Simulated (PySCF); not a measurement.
Core-level binding energies of `C=C(CF)[SiH2]N`

Compound: C₃H₈FNSi.
Cartesian coordinates in Å at the GFN2-xTB level; atoms count from 1:
```
atom  x, y, z in Å
C1    -0.7119    1.5064   -0.0908
C2    -0.5960    0.1872   -0.0792
C3    -1.8030   -0.6676   -0.3103
F4    -1.7313   -1.8477    0.3966
Si5    1.0271   -0.7588    0.1571
N6     2.2743    0.4317    0.1806
H7    -1.6605    2.0047   -0.2352
H8     0.1457    2.1457    0.0242
H9    -1.8668   -0.9540   -1.3682
H10   -2.7344   -0.1761   -0.0077
H11    1.3070   -1.5769   -1.0246
H12    0.9120   -1.5935    1.3603
H13    2.2106    1.1883    0.8426
H14    3.2266    0.1100    0.1324
```

The calculation used delta-SCF UKS SCAN, pcX-2 on the ionised atom, pcseg-1 elsewhere, spin-free X2C (PySCF 2.14.0). Binding energies are ΔSCF values: E(core-ionised, relaxed orbitals) − E(ground state) at a fixed geometry, referred to the vacuum level.

What binding energy does each computed site have?

```
atom(s)                  bonded to     level  binding energy (eV)  2p1/2 (eV)  above the level's lowest (eV)  count
    Si5               N, C and 2 H  Si 2p3/2               106.69      107.31                           0.00      1
     C2  C (double bond), C and Si      C 1s               290.22           –                           0.00      1
     C1    C (double bond) and 2 H      C 1s               290.27           –                          +0.05      1
     C3               F, C and 2 H      C 1s               293.00           –                          +2.78      1
     N6                 2 H and Si      N 1s               404.64           –                           0.00      1
     F4                          C      F 1s               692.25           –                           0.00      1
    Si5               N, C and 2 H     Si 1s              1846.52           –                           0.00      1
```

The listed C 1s values span 2.78 eV, from C2 (bonded to C (double bond), C and Si) to C3 (bonded to F, C and 2 H). Summing the Pauling electronegativity differences to the bonded atoms, each weighted by its formal bond order, gives -0.65 for the lowest site and +0.73 for the highest; no listed site has a larger sum than the highest. The smallest sum, -0.70, belongs to C1, 0.05 eV above the lowest.

Which photon energy gives electrons from F 1s of F4 a kinetic energy of 150 eV, and what is their de Broglie wavelength?

hν = 692.25 + 150 = 842.25 eV, recoil neglected; λ = 12.264 Å/√(E/eV) = 1.00 Å.

Spin–orbit coupling isn't in the SCF: each 2p doublet comes from a relaxed spin-free hole plus a matrix of the shell (mean-field spin–orbit coupling and the ground-state 2p splitting), with 2p3/2 averaged over its two sublevels. 2p1/2 minus 2p3/2 (ligand field included): Si 0.62 eV. Geometry: GFN2-xTB, one conformer, isolated molecule.

Hardware: Arm Neoverse V1, one thread, no GPU, on a shared host. Cost: 92 s of wall time, 0.63 GiB resident at most.
